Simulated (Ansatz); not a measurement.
Stepwise reaction of `C[O][Al]([F])[O]C` with water, as a gas-phase model of exchange steps in deposition or etching. ΔE in kJ/mol.

Calculated with Ansatz (gas phase, PBE0-D4/def2-TZVP geometries, no zero-point term in ΔE). CCSD(T)/CBS is the MP2 limit (def2-TZVPP, def2-QZVPP) plus CCSD(T) − MP2 in def2-TZVPP, frozen cores. This one scheme is used for every species. DFT in def2-TZVPP. B3LYP here is the variant with VWN-RPA as its local correlation; programs differ in this. Each species was taken in one conformer, which may not be the lowest.

```json
{"step": "1", "reaction": "`C[O][Al]([F])[O]C` + H₂O → `C[O][Al]([OH])[F]` + CH₃OH", "PBE-D4": "-9.7", "B3LYP-D4": "-7.4", "ωB97M-V": "-10.0", "CCSD(T)/CBS": "-7.4"}
{"step": "2", "reaction": "`C[O][Al]([OH])[F]` + H₂O → `[OH][Al]([OH])[F]` + CH₃OH", "PBE-D4": "-4.4", "B3LYP-D4": "-2.1", "ωB97M-V": "-4.1", "CCSD(T)/CBS": "-1.4"}
```

Q: By hand: ΔE of the 2 steps together at CCSD(T)/CBS.

A: (-7.4) + (-1.4) = -8.8 kJ/mol, or -4.4 kJ/mol a step.

In ΔE each step is higher than the one before. PBE-D4 differs from CCSD(T)/CBS by -3.0 to -2.3 kJ/mol a step. Isolated molecules leave out the surface, adducts and barriers. Largest T1 diagnostic: 0.012.
